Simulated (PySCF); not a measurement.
## TDDFT excited states: C6H13NSi

Species: C6H13NSi.
SMILES with atom numbers: `[CH2:1]1[CH2:2][SiH2:3][N:4]([CH:5]2[CH2:6][CH2:7]2)[CH2:8]1` (hydrogens: H9, H10 on C1; H11, H12 on C2; H13, H14 on Si3; H15 on C5; H16, H17 on C6; H18, H19 on C7; H20, H21 on C8)

Method used: TDDFT wB97X-D/def2-SVPD, vertical, gas phase, core orbitals frozen in the response in PySCF 2.14.0, density-fitted response routines. The structure is a single PBE0-D3(BJ)/def2-SVP conformer in the gas phase; no vibrational or solvent corrections.

| state | E (eV) | E (kJ/mol) | λ (nm) | f | \|μ\| (D) | main configurations (H = HOMO, L = LUMO) |
| --- | --- | --- | --- | --- | --- | --- |
| S1 | 6.08 | 586 | 204.0 | 0.012 | 0.71 | H→L (60%), H→L+1 (25%) |
| S2 | 6.17 | 595 | 201.0 | 0.0089 | 0.62 | H→L+1 (60%), H→L (26%) |
| S3 | 6.89 | 665 | 179.9 | 0.022 | 0.92 | H→L+4 (89%) |
| S4 | 7.05 | 680 | 175.8 | 0.014 | 0.72 | H→L+2 (83%) |
| S5 | 7.15 | 690 | 173.4 | 0.011 | 0.65 | H→L+3 (70%) |
| S6 | 7.41 | 715 | 167.3 | 0.027 | 0.98 | H→L+5 (66%), H→L+3 (11%), H→L+6 (9%) |
| S7 | 7.66 | 739 | 161.9 | 0.072 | 1.58 | H→L+6 (34%), H→L+8 (21%), H→L+9 (20%) |
| S8 | 7.97 | 769 | 155.5 | 0.0025 | 0.29 | H→L+6 (26%), H→L+7 (21%), H→L+5 (13%) |
| S9 | 8.08 | 780 | 153.4 | 0.032 | 1.03 | H-1→L (56%), H-2→L (13%) |
| S10 | 8.14 | 785 | 152.4 | 0.025 | 0.89 | H→L+7 (32%), H-1→L+1 (21%), H→L+8 (13%) |

Triplets, Tamm–Dancoff:

| state | E (eV) | λ (nm) | main configurations (H = HOMO, L = LUMO) |
| --- | --- | --- | --- |
| T1 | 5.90 | 210.2 | H→L+1 (44%), H→L (37%) |
| T2 | 6.12 | 202.4 | H→L (48%), H→L+1 (37%) |
| T3 | 6.83 | 181.4 | H→L+4 (86%) |
| T4 | 6.98 | 177.6 | H→L+2 (80%) |

The lowest singlet comes at 204 nm (586 kJ/mol) in the ultraviolet; it is weak; its leading configuration is HOMO→LUMO (60%). The most intense listed level is S7 at 7.66 eV (162 nm, f = 0.072), 1.58 eV above S1. Löwdin shares by element: HOMO nitrogen 49%, carbon 23% or more (atoms not listed hold the other 28%); LUMO silicon 27%, carbon 18% or more, hydrogen 6% or more (atoms not listed hold the other 49%). Of the 10 states listed, 8 reach f = 0.01 and none stays under 0.0005. The oscillator strengths of these states sum to 0.227; summed over the whole spectrum of an exact calculation they would give the number of electrons, 70 (Thomas–Reiche–Kuhn). The listed states span 2.06 eV, and the widest gap between neighbours is 0.73 eV (S2 to S3). No computed singlet lies in the visible range (380 to 750 nm); the lowest, at 204 nm, stands 2.81 eV above its violet end (3.26 eV). The vertical ionisation energy is 7.94 eV (ΔSCF), so S8 and higher lie in the continuum; a finite Gaussian basis only mimics such states. The window holds the lowest 10 singlets.

Without π bonds the low states are Rydberg-like; a valence basis with one diffuse set may place them up to an eV too high.
